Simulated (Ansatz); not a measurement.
`CB(N)[SiH2]C#N` at its PBE0-D4/def2-TZVP geometry, where that method's forces vanish. The species carries charge 0 and has multiplicity 1.

```tsv
atom	x (Å)	y (Å)	z (Å)
C1	1.307	-0.955	-0.502
B2	-0.131	-0.613	0.020
N3	-0.910	-1.550	0.688
Si4	-0.916	1.237	-0.263
C5	0.267	2.485	0.439
N6	1.037	3.215	0.890
H7	1.615	-1.983	-0.291
H8	2.046	-0.282	-0.055
H9	1.381	-0.795	-1.583
H10	-0.589	-2.489	0.867
H11	-1.828	-1.366	1.054
H12	-2.211	1.483	0.428
H13	-1.069	1.614	-1.693
```

Question: For each bond, give half the difference of the two atoms' forces along it (eV/Å; positive pushes the atoms apart) under PBE-D4, r2SCAN-D4, B3LYP-D4, ωB97M-V in def2-TZVPP. (Best estimate.)

Answer: Ansatz gave: 
```csv
bond,length (Å),PBE-D4,r2SCAN-D4,B3LYP-D4,ωB97M-V
C1–B2,1.567,-0.11,-0.04,0.06,0.09
C1–H7,1.094,0.13,0.00,-0.03,-0.06
C1–H8,1.095,0.13,-0.01,-0.05,-0.06
C1–H9,1.095,0.13,-0.01,-0.04,-0.06
B2–N3,1.389,0.12,0.14,0.07,0.12
B2–Si4,2.030,-0.13,-0.01,-0.01,-0.07
N3–H10,1.009,0.21,-0.01,-0.02,-0.06
N3–H11,1.006,0.18,-0.03,-0.02,-0.05
Si4–C5,1.857,-0.77,-0.34,0.04,0.32
Si4–H12,1.488,0.12,-0.01,-0.08,-0.14
Si4–H13,1.487,0.12,0.00,-0.09,-0.15
C5–N6,1.153,1.53,0.58,0.02,-0.32
```

B3LYP here is the variant with VWN-RPA as its local correlation; programs differ in this.
